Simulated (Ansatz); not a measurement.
C₅H₁₅SbSi, SMILES `C[CH2][Sb]([SiH3])[CH](C)C` at its PBE0-D4/def2-TZVP geometry, where that method's forces vanish. Charge 0, multiplicity 1. Sb takes the def2 core potential.

```xyz
22

C     2.7386    0.9147    1.3560
C     1.8883    0.1995    0.3216
Sb   -0.0331    1.1676   -0.0246
Si   -0.9556    0.4700    2.2686
C    -0.9355   -0.5458   -1.0517
C    -0.2708   -0.7357   -2.4038
C    -2.4367   -0.3614   -1.1783
H     2.9214    1.9560    1.0777
H     2.2607    0.9207    2.3390
H     3.7136    0.4312    1.4705
H     2.3917    0.1792   -0.6481
H     1.6896   -0.8350    0.6114
H    -0.3074    1.2389    3.3667
H    -2.4228    0.7124    2.3484
H    -0.7104   -0.9818    2.5112
H    -0.7230   -1.4108   -0.4161
H    -0.4163    0.1390   -3.0454
H     0.8043   -0.9101   -2.3161
H    -0.7011   -1.5979   -2.9269
H    -2.9269   -0.2692   -0.2058
H    -2.8880   -1.2157   -1.6961
H    -2.6807    0.5341   -1.7582
```

What forces (eV/Å) does PBE-D4/def2-TZVPP give on these atoms in Ansatz 0.2.0? (An estimate is asked.)

Computed: 
```
C1  -0.008 -0.002 -0.004
C2   0.088 -0.051  0.041
Sb3 -0.078  0.446 -0.070
Si4  0.016 -0.004 -0.021
C5  -0.058 -0.102 -0.053
C6   0.033  0.012  0.015
C7  -0.004  0.010  0.031
H8   0.043  0.206 -0.042
H9  -0.086  0.008  0.195
H10  0.199 -0.089  0.029
H11  0.080 -0.006 -0.200
H12 -0.048 -0.202  0.047
H13  0.059  0.074  0.120
H14 -0.148  0.023  0.016
H15  0.019 -0.150  0.038
H16  0.050 -0.161  0.138
H17 -0.024  0.168 -0.136
H18  0.213 -0.036  0.000
H19 -0.084 -0.170 -0.110
H20 -0.107  0.020  0.184
H21 -0.096 -0.167 -0.106
H22 -0.059  0.174 -0.114
```
